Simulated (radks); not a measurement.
Results of a calculation; reference values are marked as such.
Problem. Eu39+, 24 electrons, occupied as [Ar] 3d6 (the NIST ground configuration). Code: a radial shooting solver on a logarithmic mesh with Libxc functionals. Model: Dirac Kohn-Sham, BLYP, spin-unpolarised, spherical densities, finite nucleus; open shells fill j = l - 1/2 first; Fermi nuclear charge, rms radius 5.1115 fm. Some entries of the table are withheld. Estimate them.

| orbital | occ. | eigenvalue (eV) | <1/r> (bohr^-1) |
|---|---|---|---|
| 1s1/2 | 2 | -50285.49 | 70.23 |
| 2s1/2 | 2 | -9849.338 | 16.80 |
| 2p1/2 | 2 | -9457.494 | 16.77 |
| 2p3/2 | 4 | -8803.346 | 14.89 |
| 3s1/2 | 2 | -3463.587 | 6.405 |
| 3p1/2 | 2 | -3303.073 | (1) |
| 3p3/2 | 4 | -3154.582 | (2) |
| 3d3/2 | 4 | (3) | 5.730 |
| 3d5/2 | 2 | (4) | 5.611 |
| 4s1/2 | 0 | -1734.118 | 3.173 |
| 4p1/2 | 0 | -1666.254 | 3.123 |
| 4p3/2 | 0 | -1615.901 | 2.952 |

Solution. 
(1) 3p1/2 <1/r> (bohr^-1): 6.330
(2) 3p3/2 <1/r> (bohr^-1): 5.851
(3) 3d3/2 eigenvalue (eV): -2894.422
(4) 3d5/2 eigenvalue (eV): -2860.590
